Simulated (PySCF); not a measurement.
Compound: C₉H₁₀P (charge +1).
SMILES with atom numbers: `[CH3:1][C:2]1=[CH:3][c:4]2[cH:5][cH:6][cH:7][cH:8][c:9]2[PH2+:10]1`

Structure used (PBE0-D3(BJ)/def2-SVP), in Å, numbered top down from 1:
```xyz
20
C9H10P angstrom
C      2.9205    0.0399   -0.3123
C      1.4348   -0.0433   -0.2968
C      0.5195    0.9383   -0.1199
C     -0.8993    0.5609   -0.1538
C     -1.9945    1.4037    0.0024
C     -3.2842    0.8651   -0.0620
C     -3.4882   -0.4967   -0.2798
C     -2.4010   -1.3624   -0.4390
C     -1.1261   -0.8187   -0.3731
P      0.4887   -1.5595   -0.5222
H      3.3717   -0.5690    0.4875
H      3.2377    1.0808   -0.1632
H      3.3394   -0.3078   -1.2701
H      0.8203    1.9776    0.0422
H     -1.8487    2.4725    0.1731
H     -4.1461    1.5247    0.0602
H     -4.5036   -0.8949   -0.3271
H     -2.5655   -2.4285   -0.6093
H      0.7698   -2.5474    0.4488
H      0.7283   -2.1972   -1.7606
```

NICS is the negative of the GIAO shielding at a point without a nucleus: at the ring centre (0) and 1 Å above and below it (1); zz is the component along the ring normal. Level: GIAO CAM-B3LYP/pcSseg-1 (PySCF, non-relativistic, gas phase) on the PBE0-D3(BJ)/def2-SVP geometry, one conformer.

Ring bond lengths (Å): C2–C3 1.354, C3–C4 1.469, C4–C9 1.415, C9–P10 1.783, P10–C2 1.801; C4–C5 1.391, C5–C6 1.399, C6–C7 1.394, C7–C8 1.399, C8–C9 1.388, C9–C4 1.415.

Task: What do the NICS probes read (ppm)?

Result: 
```json
{"ring": "C2–C3–C4–C9–P10", "type": "5-membered ring with P; formal bonds 1 aromatic, 1 double, 3 single", "NICS(0)": "1.9", "NICS(1), two faces": "-0.7 / -0.7", "NICS(1)zz, two faces": "7.0 / 7.0", "rms pucker (Å)": "0.00", "centre to ring atoms, mean (Å)": "1.33"}
{"ring": "C4–C5–C6–C7–C8–C9", "type": "6-membered carbocycle; formal bonds all aromatic", "NICS(0)": "-7.2", "NICS(1), two faces": "-10.2 / -10.2", "NICS(1)zz, two faces": "-24.8 / -24.8", "rms pucker (Å)": "0.00", "centre to ring atoms, mean (Å)": "1.40"}
```

Task: What can be read from them?

Result: 
- C2–C3–C4–C9–P10: mean NICS(1)zz 7.0 ppm, deshielded. P10 has four or more neighbours, and the NICS criterion for π rings isn't applied.
- C4–C5–C6–C7–C8–C9: mean NICS(1)zz -24.8 ppm, shielded. For a flat ring without four-coordinate atoms the NICS criterion counts such a value as aromatic, though in fused rings the probe also feels the neighbouring ring.

Task: What does the geometric index give? Use HOMA with the parameters of Krygowski (1993).

Result: 
- C4–C5–C6–C7–C8–C9: HOMA 0.96 = 1 − EN − GEO, with mean bond length 1.398 Å, EN = α(Ropt − mean)² = 0.024 and GEO = α × variance = 0.020. The geometric and the magnetic index point the same way.

Task: What are the shieldings of the ring atoms and their hydrogens in the same run (means over atoms taken as equivalent)?

Result: 
| atoms | environment | σ isotropic (ppm) | principal values of the symmetric part, first atom (ppm) |
| --- | --- | --- | --- |
| C2 | fully substituted alkene carbon | 57.8 | -46.9, 88.5, 131.8 |
| C3 | alkene CH carbon | 14.4 | -100.1, 26.3, 117.1 |
| C4 | substituted aromatic carbon | 27.8 | -75.2, 16.9, 141.7 |
| C5 | aromatic CH carbon | 43.3 | -60.1, 19.0, 171.0 |
| C6 | aromatic CH carbon | 31.1 | -86.2, 3.4, 176.2 |
| C7 | aromatic CH carbon | 38.9 | -74.7, 15.2, 176.1 |
| C8 | aromatic CH carbon | 39.4 | -73.8, 15.0, 176.9 |
| C9 | substituted aromatic carbon | 68.3 | -29.3, 87.1, 147.0 |
| P10 | phosphonium phosphorus | 353.5 | 252.6, 343.1, 464.7 |
| H14 | vinylic hydrogen | 23.53 | 21.3, 21.8, 27.5 |
| H15 | aromatic hydrogen | 23.29 | 19.5, 23.2, 27.1 |
| H16 | aromatic hydrogen | 22.98 | 19.8, 23.2, 26.0 |
| H17 | aromatic hydrogen | 23.26 | 19.9, 23.7, 26.2 |
| H18 | aromatic hydrogen | 23.21 | 19.1, 22.9, 27.7 |

The list is cut; further classes of hydrogen are left out.

Task: How do the values depend on the level or the medium?

Result: 
```
                                 level  NICS(0), C2–C3–C4–C9–P10  mean NICS(1)zz, C2–C3–C4–C9–P10  NICS(0), C4–C5–C6–C7–C8–C9  mean NICS(1)zz, C4–C5–C6–C7–C8–C9
               CAM-B3LYP/pcSseg-1, gas                       1.9                              7.0                        -7.2                              -24.8
                    PBE0/pcSseg-1, gas                       1.8                              7.1                        -7.0                              -24.2
        PBE0/pcSseg-1, IEF-PCM acetone                       1.5                              5.7                        -7.2                              -24.9
PBE0/pcSseg-1, IEF-PCM tetrahydrofuran                       1.5                              5.9                        -7.1                              -24.8
```

The geometry is the same throughout; the continuum's cavity takes Bondi-type radii × 1.2.
